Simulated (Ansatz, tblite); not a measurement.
Removing and adding an electron: In(pzH)Cl3 (C3H4Cl3InN2). The state is a singlet with charge 0. Geometry: PBE-D4/def2-SVP. Ansatz, gas phase; energy differences of separate SCF runs; the oxidised species was run as a doublet alone; the reduced species was run as a doublet alone.

Cartesian coordinates in Å:
```
In -1.457 -0.796 -1.787
N -0.017 0.063 -0.244
C 0.959 0.988 -0.231
C 1.507 1.083 1.065
C 0.794 0.152 1.828
N -0.104 -0.431 1.002
H 1.214 1.534 -1.146
H 2.313 1.740 1.404
H 0.863 -0.130 2.884
H -0.820 -1.167 1.159
Cl -2.801 1.032 -2.440
Cl -2.382 -2.252 -0.092
Cl -0.070 -1.817 -3.401
```

In the def2 sets In takes a core potential; there is no spin–orbit coupling. The xTB rows come from tblite. HOMO above LUMO, or a gap near zero within one spin, warns that the state may not be the lowest or that an electron is smeared out.

**Question.** Estimate orbital energies and vertical ionisation energies and electron affinities at: GFN1-xTB; GFN2-xTB; PBE-D4/def2-SVP; PBE-D4/def2-TZVP; PBE0-D4/def2-SVP; PBE0-D4/def2-TZVP.

**Answer.** 
| level | −HOMO (eV) | vertical IE (eV) | −LUMO (eV) | vertical EA (eV) | HOMO–LUMO gap (eV) | IE − EA (eV) | remarks |
| --- | --- | --- | --- | --- | --- | --- | --- |
| GFN1-xTB | 12.29 | 14.30 | 7.91 | 5.84 | 4.39 | 8.46 | – |
| GFN2-xTB | 11.49 | 13.90 | 8.08 | 5.79 | 3.41 | 8.11 | – |
| PBE-D4/def2-SVP | 6.91 | – | 2.60 | 0.14 | 4.31 | – | HOMO above zero (-1 doublet), gap within one spin near zero (-1 doublet) |
| PBE-D4/def2-TZVP | 7.19 | 9.57 | 2.83 | – | 4.36 | – | gap within one spin near zero (+1 doublet) |
| PBE0-D4/def2-SVP | 8.38 | – | 1.73 | -0.01 | 6.65 | – | HOMO above zero (-1 doublet) |
| PBE0-D4/def2-TZVP | 8.61 | 10.22 | 1.93 | – | 6.68 | – | – |

   A HOMO above zero means that the electron is unbound at that level or that self-interaction error raises the level; the energy of removing that electron tells which. Raw xTB energy differences between charge states are shifted by several eV; the methods need an empirical correction for them. Sets without diffuse functions give affinities that are too small. A negative affinity means that the extra electron isn't bound; its size then hangs on the basis.
